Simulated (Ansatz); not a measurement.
The same redistribution along the group B, Al, Ga, In.

Gas-phase electronic energies from Ansatz, PBE0-D4/def2-TZVP geometries. CBS: MP2 limit from def2 TZ/QZ plus the TZ coupled-cluster correction, frozen cores. DFT in def2-TZVPP. B3LYP here is the variant with VWN-RPA as its local correlation; programs differ in this. def2 core potentials past Kr. For Br, Ga, In outer-core shells are correlated without core-valence functions, which leaves a few kJ/mol of doubt a bond. Scalar relativity is left out up to krypton. One conformer a species, not always the lowest.

| reaction | CCSD(T)/CBS(def2) (kcal/mol) |
| --- | --- |
| `OB(F)Br` + `FC[SiH2]F` → `FB(F)Br` + `OC[SiH2]F` | -1.4 |
| `[OH][Al]([F])[Br]` + `FC[SiH2]F` → `[F][Al]([F])[Br]` + `OC[SiH2]F` | -10.9 |
| `[OH][Ga]([F])[Br]` + `FC[SiH2]F` → `[F][Ga]([F])[Br]` + `OC[SiH2]F` | ? |
| `[OH][In]([F])[Br]` + `FC[SiH2]F` → `[F][In]([F])[Br]` + `OC[SiH2]F` | -5.6 |

Fill in the missing values. (Estimate.)

Computed: `[OH][Ga]([F])[Br]` + `FC[SiH2]F` → `[F][Ga]([F])[Br]` + `OC[SiH2]F`: -4.5 kcal/mol.

Largest T1 diagnostic: 0.014, for `[OH][In]([F])[Br]`.
